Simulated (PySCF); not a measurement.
CI3, SMILES I[C+](I)I, charge +1. The structure is a stationary point at PBE0-D3(BJ)/def2-SVP. The def2 effective core potentials stand for the cores of I; spin–orbit coupling is left out.

Problem. Give the equilibrium geometry at PBE0-D3(BJ)/def2-SVP (PySCF confirms it by a frequency run) as bond lengths and angles, and its point group. (The exact figures need the calculation; the answer reports its results.)

Solution. point group D3h.
Atoms: C1 I2 I3 I4. Bonded distances (Å): C1–I2 2.031, C1–I3 2.031, C1–I4 2.031. Bond angles (°): I2–C1–I3 120.0, I2–C1–I4 120.0, I3–C1–I4 120.0.
Charge +1, spin multiplicity 1.
